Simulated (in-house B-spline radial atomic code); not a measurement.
## RPA and G0W0 on B3LYP (VWN-RPA): Lu3+

Configuration [Xe] 4f14, mean-field start B3LYP (VWN-RPA). Computed with an all-electron radial atomic-structure program (B-spline basis): all electrons, scalar-relativistic (spin-free one-electron X2C), finite nucleus, each spin shell either full or empty, empty states to l = 9 with an (l + 1/2)⁻⁴ tail; G0W0 by contour deformation at full frequency.

Without the two-electron picture change, the correlation of inner shells comes somewhat too large for so heavy an element.

Command:
```bash
python run_gw.py task.json out
```
Settings (radii: box in bohr, nucleus in fm):
```
Z                        71
electrons                68
configuration            [Xe] 4f14
hamiltonian              x2c
method                   b3lyp
lmax                     9
rms_radius               5.37
spin_polarised           False
box_radius               14.14
intervals                68
```

Time taken, with all properties: 4.8 s on 1 thread of Intel(R) Xeon(R) Platinum 8488C (shared host).

Energies (hartree):

```tsv
term	value
mean-field total	-14562.35534
Hartree-Fock functional on these orbitals	-14556.99762
direct second order	-7.5665
second-order exchange	1.8479
SOSEX correction	1.6878
```

(1) What is the RPA correlation energy, and what remains with SOSEX?

Quasi-particle levels (eV):

```csv
level,occupied,mean field,Σx - vxc,Σc,QP weight,G0W0
4f,yes,-38.91,-11.78,?,?,?
5p,yes,-59.68,-6.02,-0.37,0.925,-66.08
5d,no,-24.158,5.30,-1.47,0.970,-20.326
```

G0W0 = mean field + (Σx - vxc) + Σc, with Σc (partial-wave tail included) taken at the quasi-particle energy. Only the outer levels were computed. Levels of low weight are left out.

(2) Where does G0W0 put 4f?

Answers

(1) RPA gives -6.2901 hartree (-2.52 eV per electron); RPA + SOSEX gives -4.6023, and the second-order doubles -5.7186 hartree (no singles). RPA lacks exchange-type terms and so overcorrelates at short range.

(2) At -46.13 eV, with Σc = 4.56 eV and a quasi-particle weight of 0.896. The tabulated removal energy is 45.249 ± 0.025 eV (NIST, semi-empirical); the calculation leaves out spin-orbit coupling, Breit and QED terms, and what these don't explain is the method's own error.
